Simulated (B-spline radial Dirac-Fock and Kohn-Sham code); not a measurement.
Core-level shifts of osmium with charge state

Level of theory: Dirac-Fock (average of configuration) total-energy differences with a finite nucleus, the Breit interaction including its frequency dependence, and self-energy and vacuum-polarisation corrections; a B-spline atomic structure program. Each ion is free and in its tabulated ground configuration. The model has no electron correlation.

Reference: Os⁴⁶⁺, [Ar] 3d10 4s2, with L1 (2s) 15343.6 eV, L3 (2p3/2) 13242.8 eV, M1 (3s) 5300.9 eV, M2 (3p1/2) 5046.7 eV, M3 (3p3/2) 4695.8 eV, Kα1 (K-L3) 63041.8 eV, Kβ1 (K-M3) 71588.8 eV. Shifts from it, in eV (a dash: the subshell is empty, belongs to an open shell averaged over j, or its hole state is left out as unreliable):

```tsv
ion	configuration	L1 (2s)	L3 (2p3/2)	M1 (3s)	M2 (3p1/2)	M3 (3p3/2)	Kα1	Kβ1
Os⁴⁷⁺	[Ar] 3d10 4s1	+83.4	+86.3	–	+77.1	+76.1	+5.82	+15.99
Os⁴⁸⁺	[Ar] 3d10	+170.0	+173.3	+149.5	+154.7	+152.8	+14.98	+35.53
Os⁴⁹⁺	[Ar] 3d9	+333.5	+337.3	+272.7	+279.9	+273.8	+20.32	+83.86
Os⁵⁰⁺	[Ar] 3d8	+499.1	+503.4	+397.2	+406.5	+396.0	+25.97	+133.36
Os⁵¹⁺	[Ar] 3d7	+666.7	+671.6	+522.8	+534.3	+519.5	+31.92	+184.03
Os⁵²⁺	[Ar] 3d6	+836.5	+842.0	+649.7	+663.4	+644.3	+38.19	+235.86
Os⁵³⁺	[Ar] 3d5	+1008.3	+1014.4	+777.7	+793.8	+770.3	+44.77	+288.86
Os⁵⁴⁺	[Ar] 3d4	+1182.1	+1189.0	+906.9	+925.6	+897.6	+51.68	+343.03
Os⁵⁵⁺	[Ar] 3d3	+1358.0	+1365.6	+1037.3	+1058.6	+1026.2	+58.93	+398.38
Os⁵⁶⁺	[Ar] 3d2	+1536.0	+1544.3	+1168.9	+1192.9	+1155.9	+66.51	+454.91
```

Over this range L1 (2s) moves by +1536.0 eV and Kα1 by +66.5 eV: a line is a difference of two levels that shift in the same direction.

Values without a named source are computed, but for edge energies of neutral atoms, which are taken from tables.
